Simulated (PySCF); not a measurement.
C4H10OSi, SMILES CC1([SiH2]O)CC1. The structure is a stationary point at B3LYP-D3(BJ)/def2-SVP. The structure was generated by enumeration, and PubChem lists no compound with its InChIKey, so it may never have been made. The values are those of a single conformer.

Computed equilibrium geometry at B3LYP-D3(BJ)/def2-SVP (PySCF confirms it by a frequency run) as a Z-matrix (one conformer of several):
```
C
C 1 1.5181
H 2 1.0945 1 116.91
H 2 1.0951 3 113.80 1 145.35
C 2 1.5005 3 118.12 4 145.42
H 5 1.0946 2 118.04 3 -0.06
H 5 1.0951 6 113.87 2 145.18
C 1 1.5208 2 118.00 3 -1.40
H 8 1.1023 1 111.13 2 -155.95
H 8 1.1028 9 107.45 1 121.97
H 8 1.1032 9 107.82 10 115.72
Si 1 1.8708 2 116.91 3 144.02
O 12 1.6752 1 111.86 2 157.61
H 13 0.9644 12 116.28 1 -57.55
H 12 1.4871 13 104.62 14 -178.15
H 12 1.4974 15 110.05 13 120.22
```
